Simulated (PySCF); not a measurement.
F₂HOSTa, SMILES [OH][Ta]([F])([F])=[S], multiplicity 1.

Geometry: B3LYP-D3(BJ)/def2-SVP. The spin state was assumed, not searched. The structure was generated by enumeration; whether it is a known compound was not checked. The def2 effective core potentials stand for the cores of Ta; spin–orbit coupling is left out. Other conformers were not sampled.

The numbers are results of B3LYP-D3(BJ)/def2-SVP run with PySCF 2.14.0, not measurements.

Frequencies are harmonic and unscaled.

Task: List the normal modes with their intensities. (Estimate from the structure and the level; the computed values follow.)

Result: 
```tsv
mode	ν (cm⁻¹)	IR (km/mol)	moving atoms (share of kinetic energy)
1	159	13.8	F 79 %, Ta 14 %
2	168	0.3	F 30 %, O 28 %, Ta 16 %, S 16 %, H 10 %
3	184	8.4	F 50 %, S 28 %, O 12 %
4	190	0.0	F 59 %, S 20 %, O 19 %
5	196	0.8	O 42 %, F 29 %, H 11 %, Ta 11 %
6	403	129.3	H 84 %, O 15 %
7	496	198.2	H 76 %, O 22 %
8	544	62.9	S 82 %, Ta 17 %
9	689	98.9	F 93 %
10	694	118.9	F 85 %, Ta 14 %
11	749	82.6	O 81 %, H 10 %, Ta 9 %
12	3874	286.8	H 94 %
```
